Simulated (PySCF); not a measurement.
Computed IR spectrum (relative IR intensity) of a molecule C4H9N. The structure is a stationary point at PBE-D3(BJ)/def2-SVP. Other conformers were not sampled. Level of theory: PBE-D3(BJ)/def2-SVP in PySCF. No scaling factor is applied to the harmonic values.

| ν (cm⁻¹) | relative intensity |
|---|---|
| 249 | 18 |
| 283 | 42 |
| 404 | 8.2 |
| 414 | 4.6 |
| 543 | 8.5 |
| 700 | 4.7 |
| 779 | 73 |
| 829 | 83 |
| 878 | 39 |
| 906 | 13 |
| 1007 | 3.6 |
| 1019 | 4.5 |
| 1068 | 15 |
| 1134 | 3.3 |
| 1272 | 7.4 |
| 1332 | 12 |
| 1354 | 7.7 |
| 1377 | 6.4 |
| 1387 | 10 |
| 1414 | 23 |
| 1578 | 24 |
| 1682 | 16 |
| 2880 | 100 |
| 2958 | 6.2 |
| 2961 | 56 |
| 3037 | 13 |
| 3065 | 8.4 |
| 3082 | 13 |
| 3161 | 17 |

Task: Identify the compound among the candidates.
(A) CC1(N)CC1
(B) CC/C=N\C
(C) C=C(C)CN
(D) C=CCCN

Result: C, C=C(C)CN
